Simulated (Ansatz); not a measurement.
Molecule: GaCl2, charge 1, multiplicity 1. It need not be the lowest isomer of its formula. SMILES: [Cl][Ga+][Cl]
Geometry: optimised at B3LYP-D3(BJ)/def2-TZVP (Ansatz, a program for electronic structure).

Computed values are from Ansatz. Cores are frozen in the correlated levels unless marked. UHF or UKS for open shells. Spin-orbit coupling is left out. Frozen are the shells of the preceding noble gas and the d and f shells that filled before the atom's block. No relativistic terms. CBS marks a two-point X^-3 extrapolation of the correlation energy; Hartree-Fock from the larger set. The bracket is a focal-point correction in the basis named.

**Question.** What is the total energy at CCSD(T)/CBS(def2-TZVPPD,def2-QZVPPD)?

**Answer.** -2842.6990 Eh.

**Question.** What is the T1 diagnostic at CCSD/def2-QZVPPD?

**Answer.** 0.010.

**Question.** What is the vertical electron affinity (to the doublet; negative means unbound) at RI-MP2/CBS(def2-TZVPPD,def2-QZVPPD)+[CCSD(T)-MP2]/def2-TZVPPD?

**Answer.** 6.67 eV.

**Question.** What is the vertical ionisation energy (to the doublet) at RI-MP2/CBS(def2-TZVPPD,def2-QZVPPD)+[CCSD(T)-MP2]/def2-TZVPPD?

**Answer.** 18.57 eV.
